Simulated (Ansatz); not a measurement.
Stepwise reaction of `O[SiH](O)[O][GeH3]` with hydrogen fluoride, as a gas-phase model of exchange steps in deposition or etching. ΔE in kJ/mol.

Program: Ansatz. Geometries: PBE0-D4/def2-TZVP. ΔE: electronic, gas phase. CBS: MP2 limit from def2 TZ/QZ plus the TZ coupled-cluster correction, frozen cores. This one scheme is used for every species. DFT in def2-TZVPP. B3LYP here is the variant with VWN-RPA as its local correlation; programs differ in this. For Ge outer-core shells are correlated without core-valence functions, which leaves a few kJ/mol of doubt a bond. Scalar relativity is left out up to krypton. One conformer a species, not always the lowest.

| step | reaction | PBE-D4 | B3LYP-D4 | ωB97M-V | CCSD(T)/CBS |
| --- | --- | --- | --- | --- | --- |
| 1 | `O[SiH](O)[O][GeH3]` + H–F → `O[SiH](F)[O][GeH3]` + H₂O | -45.2 | -48.6 | -48.0 | -47.4 |
| 2 | `O[SiH](F)[O][GeH3]` + H–F → `F[SiH](F)[O][GeH3]` + H₂O | -40.7 | -43.2 | -42.5 | -42.4 |

**Question.** By hand: ΔE of the 2 steps together at CCSD(T)/CBS.

**Answer.** (-47.4) + (-42.4) = -89.8 kJ/mol, or -44.9 kJ/mol a step.

In ΔE each step is higher than the one before. All are downhill at CCSD(T)/CBS. PBE-D4 differs from CCSD(T)/CBS by 1.7 to 2.2 kJ/mol a step. Isolated molecules leave out the surface, adducts and barriers. Largest T1 diagnostic: 0.012.
